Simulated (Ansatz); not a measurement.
## Nudged elastic band run: AsH₇SSi₂

Input:

```yaml
crystal:
  periodic: [false, false, false]
  atoms:
    - { symbol: Si, position_ang: [-1.10875, 1.340922, -0.281497] }
    - { symbol: Si, position_ang: [-0.057891, -0.568717, 0.571846] }
    - { symbol: S, position_ang: [1.108491, 0.100327, 2.258945] }
    - { symbol: As, position_ang: [1.384961, -1.585632, -1.019945] }
    - { symbol: H, position_ang: [-1.947596, 0.940243, -1.452834] }
    - { symbol: H, position_ang: [-1.975902, 2.006748, 0.738481] }
    - { symbol: H, position_ang: [-0.057082, 2.299843, -0.738638] }
    - { symbol: H, position_ang: [-1.064097, -1.597738, 0.986438] }
    - { symbol: H, position_ang: [1.626659, -1.11547, 2.545811] }
    - { symbol: H, position_ang: [1.873527, -0.227043, -1.512027] }
    - { symbol: H, position_ang: [0.28298, -1.650481, -2.07598] }
basis:
  gaussian: { orbitals: def2-SVP }
hamiltonian:
  xc: pbe0
  dispersion: d4
neb:
  order_check: false
  images: 6
  f_tol: 0.03
  max_iterations: 60
  climbing: false
  final_atoms:
    - { symbol: Si, position_ang: [-1.3609581, 1.42209247, -0.25197091] }
    - { symbol: Si, position_ang: [-0.1608813, -0.48744994, 0.38423652] }
    - { symbol: S, position_ang: [1.21090393, 0.19021828, 1.90550355] }
    - { symbol: As, position_ang: [0.85130552, -1.43071431, -1.54820209] }
    - { symbol: H, position_ang: [-2.41504475, 1.03298379, -1.23829264] }
    - { symbol: H, position_ang: [-2.00363412, 2.06399, 0.93461735] }
    - { symbol: H, position_ang: [-0.42678247, 2.39638175, -0.89468014] }
    - { symbol: H, position_ang: [-1.09134391, -1.52775374, 0.92708161] }
    - { symbol: H, position_ang: [1.81845424, -1.00563359, 2.07645846] }
    - { symbol: H, position_ang: [1.7197764, -2.36486402, -0.70858004] }
    - { symbol: H, position_ang: [1.92350457, -0.34624869, -1.56557166] }
  initial_path:
    images:
      - { positions_ang: [[-1.10875, 1.340922, -0.281497], [-0.057891, -0.568717, 0.571846], [1.108491, 0.100327, 2.258945], [1.384961, -1.585632, -1.019945], [-1.947596, 0.940243, -1.452834], [-1.975902, 2.006748, 0.738481], [-0.057082, 2.299843, -0.738638], [-1.064097, -1.597738, 0.986438], [1.626659, -1.11547, 2.545811], [1.873527, -0.227043, -1.512027], [0.28298, -1.650481, -2.07598]] }
      - { positions_ang: [[-1.15715935, 1.30960253, -0.28794098], [-0.10007112, -0.54637871, 0.54204824], [1.15801871, 0.12348378, 2.13406939], [1.23560285, -1.58944764, -1.10694321], [-2.06686407, 0.9033469, -1.39852972], [-1.96949814, 2.0064331, 0.75963319], [-0.14618849, 2.26486032, -0.81557364], [-1.07146479, -1.53469082, 1.03338756], [1.66801168, -1.11617982, 2.4178549], [1.95097066, -0.65388998, -1.22725583], [0.56394207, -1.22413765, -2.03014989]] }
      - { positions_ang: [[-1.20556871, 1.27828305, -0.29438496], [-0.14225125, -0.52404041, 0.51225048], [1.20754642, 0.14664055, 2.00919379], [1.08624469, -1.59326327, -1.19394143], [-2.18613215, 0.8664508, -1.34422545], [-1.96309428, 2.0061182, 0.78078537], [-0.23529497, 2.22987763, -0.89250928], [-1.07883257, -1.47164365, 1.08033713], [1.70936436, -1.11688965, 2.2898988], [2.02841432, -1.08073696, -0.94248467], [0.84490413, -0.7977943, -1.98431979]] }
      - { positions_ang: [[-1.25397806, 1.24696358, -0.30082894], [-0.18443137, -0.50170212, 0.48245273], [1.25707413, 0.16979733, 1.88431818], [0.93688654, -1.59707891, -1.28093964], [-2.30540022, 0.82955471, -1.28992117], [-1.95669042, 2.0058033, 0.80193756], [-0.32440146, 2.19489495, -0.96944492], [-1.08620036, -1.40859647, 1.12728669], [1.75071705, -1.11759947, 2.1619427], [2.10585799, -1.50758395, -0.6577135], [1.1258662, -0.37145095, -1.93848968]] }
      - { positions_ang: [[-1.29000779, 1.25855936, -0.29661093], [-0.19914427, -0.49009254, 0.45565137], [1.27170455, 0.18263894, 1.83382655], [0.86065004, -1.57494781, -1.35640494], [-2.37217862, 0.84280339, -1.25927241], [-1.96065215, 2.01398073, 0.82995704], [-0.37721582, 2.2086862, -0.99173665], [-1.09009278, -1.39859872, 1.11880721], [1.77811637, -1.10190856, 2.09489234], [2.08389362, -1.81298695, -0.54293537], [1.36022685, -0.18513205, -1.86557421]] }
      - { positions_ang: [[-1.3136579, 1.3130704, -0.28173092], [-0.18638995, -0.48921167, 0.43184642], [1.25143767, 0.18516539, 1.85771888], [0.8575352, -1.52686998, -1.42033732], [-2.38646733, 0.90619686, -1.25227915], [-1.97497947, 2.03065049, 0.86484381], [-0.39373803, 2.27125138, -0.95938448], [-1.09050982, -1.44165039, 1.05489867], [1.79156232, -1.0698169, 2.08874771], [1.96252121, -1.99694597, -0.59815026], [1.54798609, -0.2388376, -1.76557336]] }
      - { positions_ang: [[-1.337308, 1.36758143, -0.26685092], [-0.17363562, -0.4883308, 0.40804147], [1.2311708, 0.18769184, 1.88161122], [0.85442036, -1.47879214, -1.48426971], [-2.40075604, 0.96959032, -1.2452859], [-1.9893068, 2.04732024, 0.89973058], [-0.41026025, 2.33381656, -0.92703231], [-1.09092686, -1.48470207, 0.99099014], [1.80500828, -1.03772525, 2.08260308], [1.84114881, -2.180905, -0.65336515], [1.73574533, -0.29254314, -1.66557251]] }
      - { positions_ang: [[-1.3609581, 1.42209247, -0.25197091], [-0.1608813, -0.48744994, 0.38423652], [1.21090393, 0.19021828, 1.90550355], [0.85130552, -1.43071431, -1.54820209], [-2.41504475, 1.03298379, -1.23829264], [-2.00363412, 2.06399, 0.93461735], [-0.42678247, 2.39638175, -0.89468014], [-1.09134391, -1.52775374, 0.92708161], [1.81845424, -1.00563359, 2.07645846], [1.7197764, -2.36486402, -0.70858004], [1.92350457, -0.34624869, -1.56557166]] }
```

Run as:

```bash
$ ansatz run input.yaml --threads 2 --pin off --max-ram 3072MiB --backend cpu --events-out ev --progress --plain --runs-dir out
```

Output, in part (warnings, iteration lines, the closing report on the highest movable image, with atoms numbered from 0):

```
NEB end point (image 0): max|allowed force component| = 1.031e-2 eV/Å (the criterion of neb.relax_end_points is 1.000e-2)
NEB end point (image 7): max|allowed force component| = 1.253e-2 eV/Å (the criterion of neb.relax_end_points is 1.000e-2)
NEB iter   1: max|band force component| = 2.164e1 eV/Å  barrier→ = 5.9523 eV  barrier← = 5.9471 eV  Δτ_max = 0.1986 Å  (198 SCF iters)
NEB iter   2: max|band force component| = 6.226e0 eV/Å  barrier→ = 1.0627 eV  barrier← = 1.0575 eV  Δτ_max = 0.1993 Å  (161 SCF iters)
NEB iter   3: max|band force component| = 3.082e0 eV/Å  barrier→ = 0.3540 eV  barrier← = 0.3488 eV  Δτ_max = 0.1982 Å  (157 SCF iters)
NEB iter   4: max|band force component| = 6.706e-1 eV/Å  barrier→ = 0.1107 eV  barrier← = 0.1054 eV  Δτ_max = 0.1970 Å  (157 SCF iters)
NEB iter   5: max|band force component| = 3.197e-1 eV/Å  barrier→ = 0.0767 eV  barrier← = 0.0715 eV  Δτ_max = 0.0446 Å  (156 SCF iters)
NEB iter   6: max|band force component| = 1.748e-1 eV/Å  barrier→ = 0.0690 eV  barrier← = 0.0638 eV  Δτ_max = 0.0439 Å  (148 SCF iters)
NEB iter   7: max|band force component| = 5.732e-2 eV/Å  barrier→ = 0.0661 eV  barrier← = 0.0609 eV  Δτ_max = 0.0578 Å  (140 SCF iters)
NEB iter   8: max|band force component| = 9.082e-2 eV/Å  barrier→ = 0.0659 eV  barrier← = 0.0606 eV  Δτ_max = 0.0289 Å  (140 SCF iters)
NEB iter   9: max|band force component| = 5.974e-2 eV/Å  barrier→ = 0.0657 eV  barrier← = 0.0605 eV  Δτ_max = 0.0289 Å  (143 SCF iters)
NEB iter  10: max|band force component| = 3.970e-2 eV/Å  barrier→ = 0.0656 eV  barrier← = 0.0604 eV  Δτ_max = 0.0288 Å  (140 SCF iters)
NEB iter  11: max|band force component| = 2.910e-2 eV/Å  barrier→ = 0.0656 eV  barrier← = 0.0603 eV  Δτ_max = 0.0000 Å  (292 SCF iters)
Total energy: -87513.31326668 eV, -3216.0549438962 hartree
Atom 0 at    -1.212669     1.321205    -0.291468 Å, force     0.012324    -0.022572    -0.005902 eV/Å
Atom 1 at    -0.114151    -0.575010     0.534661 Å, force    -0.013394     0.014593     0.005758 eV/Å
Atom 2 at     1.255792     0.144453     2.040884 Å, force    -0.016053     0.017959    -0.015192 eV/Å
Atom 3 at     0.965985    -1.749609    -1.251179 Å, force     0.003384    -0.005408     0.000741 eV/Å
Atom 4 at    -2.115903     0.888152    -1.402177 Å, force    -0.005186     0.005793    -0.002949 eV/Å
Atom 5 at    -2.018276     2.005575     0.764138 Å, force    -0.003472     0.005511     0.006593 eV/Å
Atom 6 at    -0.193952     2.269244    -0.837435 Å, force     0.000590    -0.006844     0.004615 eV/Å
Atom 7 at    -1.091410    -1.519250     1.163217 Å, force     0.001517     0.014168    -0.001640 eV/Å
Atom 8 at     1.635288    -1.080641     2.464592 Å, force     0.015685    -0.030933     0.015499 eV/Å
Atom 9 at     2.303097    -1.109748    -0.901073 Å, force     0.010377     0.011220    -0.001153 eV/Å
Atom 10 at     0.651500    -0.651369    -2.263560 Å, force    -0.005772    -0.003487    -0.006370 eV/Å
Dipole moment:    -0.021889    -0.105619    -0.032884 e Å
```

The forces met the threshold. No image climbed, so the highest image needn't sit at the top of the path.

Final band (atoms are numbered from 1 in the order of the input):

```
image  path coordinate (Å)  energy (eV)  dihedral Si1–Si2–As4–H11 (°)
    0                 0.00        0.000                           -53
    1                 0.59        0.014                           -34
    2                 1.19        0.045                           -13
    3                 1.78        0.066                             7
    4                 2.37        0.060                            27
    5                 2.96        0.036                            45
    6                 3.56        0.014                            62
    7                 4.15        0.005                            76
```

Time of the run: 4.8 min on 2 threads of Arm Neoverse V1, on a shared host, peak memory 0.33 GiB.
